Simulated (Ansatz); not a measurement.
Born–Oppenheimer molecular dynamics of F₂H₄OSi (8 atoms, charge 0, multiplicity 1). It starts at the highest image of a converged band. Of that band: The profile has 2 maxima (images 1, 3) with wells between them (image 2): this band takes more than one step, which may be the mechanism or a detour left from its start path. Neighbouring images differ by up to 2.5 eV, so the band resolves the path poorly. A vibrational analysis at the climbing image gives one clearly imaginary mode, 1815i cm⁻¹: a first-order saddle point.

Method: Ansatz 0.2.0, RHF/def2-SVP.

```
ensemble                      : NVE (velocity Verlet)
time step                     : 0.5 fs
steps asked                   : 200
starting velocities drawn for : 300 K
seed                          : 4223
```

First frame:

```xyz
8
Properties=species:S:1:pos:R:3
Si -0.305 0.108 -0.145
H -0.148 0.711 1.443
F 1.100 -0.642 0.057
F -0.252 1.632 -0.643
H -0.781 -0.540 -1.375
O -1.663 -0.511 0.874
H -2.155 -1.326 0.863
H -0.998 0.060 1.603
```

(1) What does the run give?

(2) What happens to the structure?

(3) How do temperature and energy run in time?

## Answers

(1) All steps were run.

```yaml
steps_done: 200
time_covered: 100 fs
mean_temperature_over_the_second_half: 2475 K
spread_of_the_potential_energy_over_the_second_half: 30.3 meV per atom
mean_potential_energy_of_the_second_half_above_the_start: -210.9 meV per atom
```

The conserved energy stayed within 0.16 meV per atom of its start (net change 0.022 meV per atom), so the integration is sound. The kinetic energy rose, since the run started high on the potential surface and went downhill. It ends in pieces (F2H2Si + H2O), so much of that is their flight and rotation, not heat. A run of 0.1 ps of so small a system gives no equilibrium averages. The orbitals stay closed-shell, which can raise the energy where a bond breaks towards radicals; this wasn't checked here.

(2) Between its relaxed ends the band would form Si1–O6, H2–H8 and break Si1–H2, O6–H8. These pairs go: Si1–O6 1.81 → 4.63 Å, H2–H8 1.08 → 5.56 Å, Si1–H2 1.71 → 1.51 Å, O6–H8 1.14 → 0.94 Å. In the last frame they stand as before the step (other bonds may differ from the relaxed reactants and products). It ends as F2H2Si + H2O. Pairs count as bonded within 1.25 times the sum of covalent radii (0.12 Å more for H–H). Another seed would give other details.

(3) 
```
time (fs)  T (K)  potential energy less start (eV)  conserved less start (meV/atom)
      0.0    300                             0.000                             0.00
      5.0    170                             0.101                             0.06
     10.0    231                             0.054                             0.08
     15.0    725                            -0.329                            -0.02
     20.0    998                            -0.541                             0.04
     25.0   1566                            -0.983                            -0.12
     30.0   1510                            -0.938                             0.06
     35.0   1782                            -1.150                            -0.11
     40.0   1405                            -0.857                             0.07
     45.0   1688                            -1.077                            -0.07
     50.0   1631                            -1.032                             0.10
     55.0   2134                            -1.423                            -0.06
     60.0   2182                            -1.459                             0.08
     65.0   2709                            -1.869                            -0.07
     70.0   2701                            -1.861                             0.05
     75.0   3006                            -2.100                            -0.14
     80.0   2677                            -1.843                             0.03
     85.0   2616                            -1.796                            -0.01
     90.0   2363                            -1.600                             0.04
     95.0   2438                            -1.658                            -0.09
    100.0   2391                            -1.622                             0.02
```

Run time: 3.1 min on 1 thread of AMD EPYC 7R43 64-Core Processor (Zen 3) (shared host), peak memory 0.17 GiB.
